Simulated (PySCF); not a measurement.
Compound: C10H12.
Z-matrix (Å and degrees, GFN2-xTB geometry), rows numbered from 1:
```
C 
C   1  1.3288
C   2  1.5015  1  121.51
C   2  1.4735  1  121.59  3   179.50
C   4  1.3933  2  121.22  1  -143.35
C   5  1.3821  4  120.40  2   179.99
C   6  1.3832  5  120.45  4     0.43
C   7  1.3892  6  120.27  5    -0.13
C   8  1.4994  7  120.65  6  -179.41
C   8  1.3867  7  118.81  6    -0.10
H   1  1.0772  2  121.66  3     0.71
H   1  1.0764  2  122.16  3  -177.78
H   3  1.0897  2  110.51  1   106.56
H   3  1.0890  2  110.51  1  -134.00
H   3  1.0871  2  110.57  1   -13.06
H   5  1.0793  4  120.18  2     1.15
H   6  1.0807  5  119.71  4  -179.83
H   7  1.0807  6  119.97  5   179.46
H   9  1.0876  8  110.98  7  -148.81
H   9  1.0875  8  110.86  7   -27.56
H   9  1.0906  8  110.03  7    91.84
H  10  1.0807  4  119.12  2     1.08
```

Computed, not measured: PBE0/pcSseg-1 in PySCF (dipole) on a GFN2-xTB geometry, gas phase.

Take the most abundant isotopes and a rigid rotor. The values belong to one conformer with, in the numbering `[CH2:1]=[C:2]([CH3:3])[c:4]1[cH:5][cH:6][cH:7][c:8]([CH3:9])[cH:10]1`, C1–C2–C4–C5 -143°.

(1) Give the principal moments of inertia and the rotational constants in GHz.

(2) Classify the top.

(3) What does the inertial defect say?

(4) Give the other two planar moments, Paa and Pbb, and the rms extents of the mass along the axes.

(5) Give the coordinates in the principal-axis frame, origin at the centre of mass.

(6) Which types of transition are allowed, and where do some lines up to J = 2 fall?

(7) Estimate the classical rotational partition function at 50 K, 100 K and 500 K.

## Answers

(1) Ia = 200.09, Ib = 539.09, Ic = 703.93 u·Å²; 505379 MHz·u·Å²/I gives 2526, 937.5 and 717.9 MHz, that is A = 2.5258, B = 0.9375, C = 0.7179 GHz.

(2) An asymmetric top. Ray's parameter κ = (2B − A − C)/(A − C) = -0.757; −1 is the prolate and +1 the oblate limit.

(3) Not planar: Δ = Ic − Ia − Ib = -35.24 u·Å². For a rigid frame Δ = −2 Σ m c², so Σ m c² = 17.62 u·Å² lies off the ab plane: 6.73 from hydrogen and 10.90 from heavier atoms. The atom farthest from that plane is 1.59 Å away.

(4) Paa = Σ m a² = (Ib + Ic − Ia)/2 = 521.47 and Pbb = Σ m b² = (Ia + Ic − Ib)/2 = 182.46 u·Å². With the mass M = 132.09 u, the rms extents √(P/M) along a, b and c are 1.99, 1.18, 0.37 Å.

(5) The sense of each axis is arbitrary; atoms in the order of the calculation.
```
atom  mass (u)   a (Å)   b (Å)   c (Å)
  C1    12.000   2.358  -1.511  -0.566
  C2    12.000   1.984  -0.356  -0.025
  C3    12.000   2.976   0.562   0.628
  C4    12.000   0.579   0.087  -0.048
  C5    12.000   0.248   1.431  -0.215
  C6    12.000  -1.075   1.828  -0.234
  C7    12.000  -2.088   0.899  -0.079
  C8    12.000  -1.785  -0.445   0.094
  C9    12.000  -2.877  -1.461   0.249
 C10    12.000  -0.454  -0.834   0.107
 H11     1.008   3.384  -1.838  -0.547
 H12     1.008   1.662  -2.161  -1.068
 H13     1.008   3.162   1.432  -0.001
 H14     1.008   2.596   0.915   1.586
 H15     1.008   3.922   0.051   0.787
 H16     1.008   1.025   2.168  -0.349
 H17     1.008  -1.319   2.873  -0.366
 H18     1.008  -3.120   1.220  -0.087
 H19     1.008  -2.557  -2.284   0.884
 H20     1.008  -3.768  -1.009   0.680
 H21     1.008  -3.145  -1.873  -0.724
 H22     1.008  -0.211  -1.875   0.263
```

(6) The dipole components are |μa| = 0.21 D, |μb| = 0.02 D, |μc| = 0.15 D. Intensities carry the squares of the components, which stand as 1.00 : 0.01 : 0.54 (a : b : c). Some lines, for components of 0.1 D or more:

```
type  branch         J(Ka,Kc)   MHz  lower level (cm⁻¹)
   a       Q  2(1,1) ← 2(1,2)   659               0.211
   c       Q  2(1,2) ← 2(0,2)  1390               0.165
   c       Q  1(1,1) ← 1(0,1)  1588               0.055
   a       R  1(0,1) ← 0(0,0)  1655               0.000
   a       R  2(1,2) ← 1(1,1)  3091               0.108
   a       R  2(0,2) ← 1(0,1)  3290               0.055
   c       R  1(1,0) ← 0(0,0)  3463               0.000
   a       R  2(1,1) ← 1(1,0)  3530               0.116
   c       Q  2(2,1) ← 2(1,1)  4765               0.233
   c       R  2(1,1) ← 1(0,1)  5338               0.055
   c       R  2(2,0) ← 1(1,0)  8317               0.116
   c       R  2(2,1) ← 1(1,1)  8515               0.108
```

(7) Point group C1, symmetry number σ = 1; q = (√π/σ)·√((kT/h)³/(ABC)), k/h = 20836.6 MHz/K: 45700 at 50 K, 129000 at 100 K, 1450000 at 500 K.

Stationary, but not proved a minimum. These are rigid-rotor constants of the computed structure; measured ground-state constants (B0) also hold zero-point vibration. A rigid rotor knows nothing of internal rotation, which can split or shift real lines.
